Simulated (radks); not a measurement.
Task: Coherent X-ray form factor from a spherical all-electron density. Calculated with a radial shooting solver on a logarithmic mesh with Libxc functionals: Dirac Kohn-Sham, PBE, spin-unpolarised, spherical densities, finite nucleus; Fermi nuclear charge, rms radius of each element as measured or else 0.836 A^(1/3) + 0.57 fm.

| sin(theta)/lambda (1/angstrom) | f0 (electrons) |
|---|---|
| 0.05 | 13.731 |
| 0.1 | 13.002 |
| 0.15 | 12.002 |
| 0.2 | 10.940 |
| 0.25 | 9.963 |
| 0.3 | 9.136 |
| 0.4 | 7.907 |
| 0.5 | 7.011 |
| 0.6 | 6.226 |
| 0.8 | 4.766 |
| 1 | 3.560 |
| 1.25 | 2.533 |
| 1.5 | 1.938 |
| 2 | 1.413 |

The species is in the configuration that NIST lists as its ground one. Which atom or ion scatters so?

Result: The sulfur ion S2+, [Ne] 3s2 3p2. Extrapolating in s^2 from the first two rows gives f0(0) = 14.0, near the electron count 14; among species with that count, the fall with angle is slower the higher Z, and the table is that of Z = 16; from so few rows the species is fixed only to a neighbour or two.
